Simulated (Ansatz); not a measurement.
One change: `CC[SeH]` becomes `NC[SeH]`.

Ansatz, PBE0-D4/def2-TZVP geometries, multiplicity 1. Each molecule was computed in one conformer, which needn't be the lowest.

Scalar relativity is left out up to krypton.

```
                                      property  `CC[SeH]`
size of the dipole moment (PBE/def2-TZVPP) / D       1.55
zero-point energy (PBE0-D4/def2-TZVP) / kJ/mol      192.8
       HOMO–LUMO gap (ωB97M-V/def2-TZVPP) / eV      10.58
             LUMO energy (PBE/def2-TZVPP) / eV      -0.75
         HOMO energy (ωB97M-V/def2-TZVPP) / eV      -8.68
           HOMO energy (B3LYP/def2-TZVPP) / eV      -6.24
```

Question: What does the change do to each property? (Best estimate.)

Answer: Computed: 
```tsv
property	`NC[SeH]`	shift
size of the dipole moment (PBE/def2-TZVPP) / D	2.37	0.82
zero-point energy (PBE0-D4/def2-TZVP) / kJ/mol	163.9	-28.9
HOMO–LUMO gap (ωB97M-V/def2-TZVPP) / eV	10.63	0.05
LUMO energy (PBE/def2-TZVPP) / eV	-0.78	-0.03
HOMO energy (ωB97M-V/def2-TZVPP) / eV	-8.80	-0.12
HOMO energy (B3LYP/def2-TZVPP) / eV	-6.35	-0.11
```

The zero-point energy changes by -28.9 kJ/mol with -3 modes. Dipoles are sizes alone; their direction can turn.

B3LYP here is the variant with VWN-RPA as its local correlation; programs differ in this.

Spin–orbit coupling is left out; it splits and shifts lone-pair levels of the heavy atoms by tenths of an eV.
